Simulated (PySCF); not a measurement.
**How the functional moves excitation energies**

Compound: C₃H₈BN.
Atom-mapped SMILES: `[NH2:1][BH:2][CH:3]1[CH2:4][CH2:5]1` (hydrogens: H6, H7 on N1; H8 on B2; H9 on C3; H10, H11 on C4; H12, H13 on C5)

Linear-response calculations in the def2-SVPD basis (PySCF; singlets by full response, triplets Tamm–Dancoff, core orbitals frozen in the response; HF means time-dependent Hartree–Fock). 'Strongest' is the level of largest summed f among the singlets computed (10 roots, of which the last may lack a degenerate partner); it can jump between rows when another state enters that window. S1 is the lowest singlet of each run and needn't be the same state throughout; f(S1) is that of one state. The structure is a single PBE0-D3(BJ)/def2-SVP conformer in the gas phase; no vibrational or solvent corrections.

```json
{"functional": "LDA", "kind": "LDA", "S1 (eV)": "6.62", "f(S1)": "0.002", "strongest (eV)": "6.79", "T1 (eV)": "5.83", "HOMO (eV)": "-6.68", "gap (eV)": "6.11", "ionisation energy, ΔSCF (eV)": "9.74"}
{"functional": "PBE", "kind": "GGA", "S1 (eV)": "6.49", "f(S1)": "0.013", "strongest (eV)": "6.86", "T1 (eV)": "5.78", "HOMO (eV)": "-6.51", "gap (eV)": "6.18", "ionisation energy, ΔSCF (eV)": "9.51"}
{"functional": "B3LYP", "kind": "global hybrid, 20% exact exchange", "S1 (eV)": "6.88", "f(S1)": "0.020", "strongest (eV)": "7.27", "T1 (eV)": "6.13", "HOMO (eV)": "-7.55", "gap (eV)": "7.84", "ionisation energy, ΔSCF (eV)": "9.75"}
{"functional": "PBE0", "kind": "global hybrid, 25% exact exchange", "S1 (eV)": "7.16", "f(S1)": "0.022", "strongest (eV)": "7.43", "T1 (eV)": "6.16", "HOMO (eV)": "-7.79", "gap (eV)": "8.38", "ionisation energy, ΔSCF (eV)": "9.77"}
{"functional": "BHandHLYP", "kind": "global hybrid, 50% exact exchange", "S1 (eV)": "7.45", "f(S1)": "0.027", "strongest (eV)": "7.91", "T1 (eV)": "6.58", "HOMO (eV)": "-8.97", "gap (eV)": "9.95", "ionisation energy, ΔSCF (eV)": "9.87"}
{"functional": "CAM-B3LYP", "kind": "range-separated hybrid", "S1 (eV)": "7.24", "f(S1)": "0.028", "strongest (eV)": "7.64", "T1 (eV)": "6.37", "HOMO (eV)": "-9.16", "gap (eV)": "10.28", "ionisation energy, ΔSCF (eV)": "9.99"}
{"functional": "wB97X-D", "kind": "range-separated hybrid", "S1 (eV)": "7.47", "f(S1)": "0.031", "strongest (eV)": "7.72", "T1 (eV)": "6.46", "HOMO (eV)": "-9.66", "gap (eV)": "11.68", "ionisation energy, ΔSCF (eV)": "9.93"}
{"functional": "LC-wPBE", "kind": "range-separated hybrid", "S1 (eV)": "7.65", "f(S1)": "0.002", "strongest (eV)": "8.05", "T1 (eV)": "6.54", "HOMO (eV)": "-10.56", "gap (eV)": "12.57", "ionisation energy, ΔSCF (eV)": "10.25"}
{"functional": "HF", "kind": "Hartree–Fock", "S1 (eV)": "8.10", "f(S1)": "0.034", "strongest (eV)": "8.85", "T1 (eV)": "7.17", "HOMO (eV)": "-10.83", "gap (eV)": "12.99", "ionisation energy, ΔSCF (eV)": "not settled"}
```

S1 runs from 6.49 eV (PBE) to 8.10 eV (HF), a spread of 1.61 eV, while the orbital gap spreads over 6.9 eV. Along PBE (0%), B3LYP (20%), PBE0 (25%), BHandHLYP (50%), HF (100%) S1 rises with the share of exact exchange. −ε(HOMO) comes closest to its own ΔSCF ionisation energy with wB97X-D (-0.27 eV) and misses most with LDA (-3.06 eV). 'Not settled' means that the ion's SCF failed to converge or may have ended in another state than the lowest.

Without π bonds the low states are Rydberg-like; a valence basis with one diffuse set may place them up to an eV too high.
